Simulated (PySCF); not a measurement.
**Correlation energy of Ba⁺ (barium, charge +1)**

[Xe] 5d1, 2D determinant (an excited configuration). Computed with PySCF 2.14 in def2-QZVPPD with the def2 core potential (46 electrons) (7s5p3d2f1g, 60 functions), with scalar relativity through the core potential. Frozen: nothing; 9 electrons correlated.

```tsv
level	correlation energy (mhartree)
CCSD	-181.38
(T)	-5.03
CCSD(T)	-186.41
```

Diagnostics: T1 = 0.0063, D1 = 0.0164, largest double amplitude 0.018.

Spin-orbit coupling, absent here, splits the open shell strongly.

Cost of the coupled-cluster step: about 8 core-seconds, for 9 correlated electrons.

Iterations:

```
CC2 = 0
CCSD nocc = (np.int64(5), np.int64(4)), nmo = (60, 60)
frozen orbitals [[], []]
max_cycle = 100
direct = 0
conv_tol = 1e-08
conv_tol_normt = 1e-06
diis_space = 8
diis_start_cycle = 0
Init t2, MP2 energy = -0.159553402872325
Init E_corr(UCCSD) = -0.159553402872443
cycle = 1  E_corr(UCCSD) = -0.175930828699171  dE = -0.0163774258  norm(t1,t2) = 0.0402516
cycle = 2  E_corr(UCCSD) = -0.179907878841467  dE = -0.00397705014  norm(t1,t2) = 0.0126278
cycle = 3  E_corr(UCCSD) = -0.181472838060651  dE = -0.00156495922  norm(t1,t2) = 0.00511339
cycle = 4  E_corr(UCCSD) = -0.18139693949571  dE = 7.58985649e-05  norm(t1,t2) = 0.00123941
cycle = 5  E_corr(UCCSD) = -0.181379824134605  dE = 1.71153611e-05  norm(t1,t2) = 0.000213886
cycle = 6  E_corr(UCCSD) = -0.181383997760261  dE = -4.17362566e-06  norm(t1,t2) = 6.26404e-05
cycle = 7  E_corr(UCCSD) = -0.181383980165008  dE = 1.7595253e-08  norm(t1,t2) = 9.45397e-06
cycle = 8  E_corr(UCCSD) = -0.181383948330814  dE = 3.18341942e-08  norm(t1,t2) = 1.78414e-06
cycle = 9  E_corr(UCCSD) = -0.181383958612141  dE = -1.02813276e-08  norm(t1,t2) = 4.40861e-07
cycle = 10  E_corr(UCCSD) = -0.18138395738037  dE = 1.23177124e-09  norm(t1,t2) = 8.49869e-08
UCCSD converged
E(UCCSD) = -25.09196045171815  E_corr = -0.1813839573803702
UCCSD(T) correction = -0.00503274324096967
```

The basis has no tight functions for the innermost shells, so their pair energies are far from complete.

This basis was not built for core-valence correlation, so the inner-shell part is incomplete.
